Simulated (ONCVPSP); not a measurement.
## Reading a pseudo-wave (calcium (Ca))

Columns: radius, all-electron u(r) and pseudo u(r) of the 3d shell (level -0.76 eV) of calcium in the configuration [Ne] 3s2 3p6 3d1 4s1; PBE, scalar-relativistic, ONCV scheme, ONCVPSP 4.0.1.

```tsv
r (bohr)	all-electron	pseudo
0.143	0.0303	0.0028
0.285	0.1212	0.0207
0.428	0.2280	0.0646
0.570	0.3222	0.1364
0.713	0.3970	0.2308
0.855	0.4508	0.3340
0.998	0.4860	0.4325
1.140	0.5059	0.5114
1.283	0.5147	0.5639
1.425	0.5156	0.5873
1.568	0.5114	0.5862
1.710	0.5038	0.5682
1.853	0.4940	0.5414
1.995	0.4832	0.5134
2.138	0.4718	0.4881
2.280	0.4604	0.4676
2.423	0.4490	0.4514
2.565	0.4379	0.4384
2.708	0.4272	0.4272
2.850	0.4170	0.4170
2.992	0.4073	0.4073
3.135	0.3981	0.3981
3.278	0.3893	0.3893
3.420	0.3809	0.3809
3.563	0.3727	0.3727
3.705	0.3648	0.3648
```

How many radial nodes do the two functions have?

The all-electron 3d function has n − l − 1 = 0; the pseudo-wave has 0.

At about which radius was the pseudo-wave matched?

2.85 bohr, where the columns begin to agree (steps of 0.14 bohr).

Where does each function peak?

Outermost all-electron maximum near 1.43 bohr, pseudo maximum near 1.43 bohr (to the table’s step).

Is the pseudo-wave norm-conserving?

Yes: the ONCV scheme keeps the norm inside the radius equal to the all-electron one, which fixes the energy derivative of the logarithmic derivative at the level.
